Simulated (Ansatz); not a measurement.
This geometry of GaH₅O (7 atoms, charge 0, multiplicity 1) is a first-order saddle point.

The calculation used RKS BLYP-D4/def2-SVP (Ansatz 0.2.0).

```xyz
7
Properties=species:S:1:pos:R:3
Ga 0.043 -0.193 -0.166
H -0.011 -0.097 1.724
H 1.455 0.305 -0.626
H -1.407 0.128 -0.688
O 0.191 -2.047 0.594
H -0.640 -2.561 0.532
H 0.042 -1.082 1.498
```

(1) Which two structures does it join? (They come from a converged band through this point; their orientation in space is the band's.)

(2) How far does it lie above each of them?

## Answers

(1) Bonds broken: Ga1–H2, O5–H7. Bonds formed: H2–H7. GaH5O becomes GaH3O + H2.

Image 0:

```xyz
7
Properties=species:S:1:pos:R:3
Ga 0.023 0.123 0.062
H -0.139 0.647 1.560
H 1.422 0.281 -0.662
H -1.299 -0.066 -0.805
O 0.139 -2.032 0.632
H -0.749 -2.416 0.480
H 0.274 -2.086 1.601
```

Image 6:

```xyz
7
Properties=species:S:1:pos:R:3
Ga -0.074 -0.220 -1.093
H 0.488 -1.368 3.532
H 1.206 0.684 -1.161
H -1.251 -0.406 -2.132
O -0.149 -1.187 0.446
H -0.940 -1.758 0.504
H 0.393 -1.292 2.772
```

(2) 84.4 kJ/mol above the first and 84.3 kJ/mol above the second. This is the barrier of this one path; another mechanism may lie lower. The orbitals stay closed-shell, which can raise the energy where a bond breaks towards radicals; this wasn't checked here.

Run time: 120 s on 1 thread of Arm Neoverse V2, with other jobs on the host, peak memory 0.12 GiB.
